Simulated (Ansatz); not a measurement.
**A family of molecules: the atomisation energy (no zero-point term)**

Gas-phase molecules, one atom swapped for its congeners: C2H7AlN `C[N](C)[AlH]`; C2H7GaN `C[N](C)[GaH]`; C2H7InN `C[N](C)[InH]`. All are doublets with charge 0.

Shapes, held fixed at every level: PBE0-D4/def2-TZVP. Flexible molecules stand in one conformer, not always the lowest. Programs: Ansatz 0.2.0. Values in eV.

| level | C2H7AlN | C2H7InN |
| --- | --- | --- |
| PBE-D4/def2-TZVPP | 40.00 | 38.12 |
| B3LYP-D4/def2-TZVPP | 39.45 | 37.46 |
| wB97M-V/def2-TZVPP | 39.29 | 37.45 |
| wB97X-V/def2-TZVPP | 39.37 | 37.50 |
| B2PLYP/def2-TZVPP | 38.90 | 36.94 |
| MP2/def2-TZVPP | 38.61 | 36.59 |

Estimate the column for C2H7GaN from its neighbours.

The mean of the neighbours at MP2/def2-TZVPP is 37.60 eV, against 37.77 from the run. All rows: PBE-D4/def2-TZVPP 39.05; B3LYP-D4/def2-TZVPP 38.39; wB97M-V/def2-TZVPP 38.33; wB97X-V/def2-TZVPP 38.41; B2PLYP/def2-TZVPP 37.94; MP2/def2-TZVPP 37.77 eV. At MP2/def2-TZVPP the atomisation energy falls at every step, from 38.61 to 36.59 eV. Every level shows the same order. Open shells run unrestricted. For atoms past krypton def2 sets carry core potentials with scalar relativity. Relativity is left out for Ga. Outer-core shells of Ga, In are correlated, in sets that cover them unevenly. Spin-orbit coupling, which grows down the group, is left out (summed over each molecule's free atoms 0.02, 0.08, 0.19 eV).
